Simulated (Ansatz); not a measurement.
`BCCBC`. Total charge 0; spin multiplicity 1. All single points use the PBE0-D4/def2-TZVP geometry. It is one conformer, not always the lowest.

```xyz
15

B     1.192    2.145   -0.389
C     0.010    1.197   -0.086
C     0.747   -0.163   -0.215
B    -0.078   -1.467    0.053
C    -1.573   -1.508    0.470
H     1.929    2.501    0.488
H     1.472    2.428   -1.520
H    -0.808    1.229   -0.810
H    -0.409    1.283    0.919
H     1.192   -0.285   -1.216
H     1.622   -0.213    0.453
H     0.527   -2.504   -0.039
H    -2.128   -0.580    0.320
H    -2.116   -2.343    0.019
H    -1.580   -1.718    1.552
```

What is the dipole moment at B3LYP/def2-TZVPP? (Estimate.)

The calculation gave: 1.00 D, with components (-0.76, -0.59, 0.27) D in this frame, pointing from negative to positive charge.

And with PBE, r2SCAN, ωB97M-V? (Best estimate.)

The calculation gave: PBE 1.16 D, r2SCAN 1.10 D, ωB97M-V 0.96 D.

Give the Mulliken charges with B3LYP, PBE, r2SCAN in def2-TZVPP. (Estimate.)

Ansatz gave: 
```csv
atom,B3LYP,PBE,r2SCAN
B1,-0.09,-0.09,-0.03
C2,-0.11,-0.11,-0.06
C3,-0.21,-0.21,-0.16
B4,0.00,0.01,0.05
C5,-0.30,-0.32,-0.23
H6,0.03,0.01,0.00
H7,0.03,0.01,0.00
H8,0.08,0.08,0.04
H9,0.08,0.08,0.04
H10,0.10,0.11,0.08
H11,0.10,0.11,0.08
H12,0.03,0.01,-0.01
H13,0.09,0.09,0.06
H14,0.10,0.11,0.07
H15,0.09,0.10,0.07
```

B3LYP here is the variant with VWN-RPA as its local correlation; programs differ in this.
